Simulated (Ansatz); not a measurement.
Au (SMILES [Au]), doublet (core potentials on Au). Base run: HF/def2-SV(P) (Ansatz, a quantum-chemistry and plane-wave program).

Ansatz was given this input:
Ansatz 0.2 input:
```yaml
crystal:
  periodic: [false, false, false]
  atoms:
    - {symbol: Au, position_ang: [0.00000000, 0.00000000, 0.00000000]}
basis:
  gaussian:
    orbitals: def2-SV_P_.json
hamiltonian:
  xc: hf
magnetization: {spin_polarized: true, initial_magnetization: 1}
```
The basis file holds def2-SV(P) in the JSON format of the Basis Set Exchange.

Variants of this job, named by their change:

| change | E (Eh) | <S^2> |
|---|---|---|
| base | -134.78516 | 0.753 |
| functional = b3lyp5 | -135.68479 | 0.751 |
| functional = pbe0 | -135.69676 | 0.751 |
| functional = blyp; dispersion = d4 | -135.68940 | 0.751 |
| functional = blyp | -135.68940 | 0.751 |
| functional = hse06 | -135.69628 | 0.751 |
| functional = cam_b3lyp | -135.65512 | 0.751 |
| functional = SVWN5 | -135.49644 | 0.751 |
| functional = r2scan | -135.75371 | 0.753 |
| functional = b3lyp | -135.75505 | 0.751 |
| functional = lc_wpbe | -135.71407 | 0.751 |
| functional = revpbe | -135.79010 | 0.752 |
| functional = b3lyp; dispersion = d3bj | -135.75505 | 0.751 |

Totals shift with the method and basis; they matter in differences.
